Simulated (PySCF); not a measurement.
Working out the ionisation energy of B⁺

B⁺ [He] 2s2 (1S) → B²⁺ [He] 2s1 (2S). Calculation: PySCF 2.14, in dyall-acv3z; the non-relativistic Hamiltonian (point nucleus). Frozen: nothing; the 5 highest virtual orbitals dropped. Energies in hartree (1 hartree = 27.21139 eV):

```
             part  B⁺ (lower)  B²⁺ (upper)
              UHF  -24.237546   -23.376036
MP2 opposite-spin   -0.080367    -0.041464
    MP2 same-spin   -0.001866    -0.001089
```

Problem. What does Hartree-Fock give?

Solution. (-23.376036) − (-24.237546) = 0.861510 hartree = 23.443 eV.

Problem. What do MP2 and SCS-MP2 (6/5 opposite-spin, 1/3 same-spin) give?

Solution. The opposite-spin parts differ by 1.059 eV and the same-spin parts by 0.021 eV. MP2: 23.443 + (1.059) + (0.021) = 24.523 eV. SCS-MP2: 23.443 + 1.2 × (1.059) + (0.021)/3 = 24.721 eV.

Measured between the centres of the two terms (NIST): 25.155 eV, so MP2 (valence and next inner shell) is off by -0.632 eV.

What remains against the reference includes basis incompleteness and correlation beyond second order.
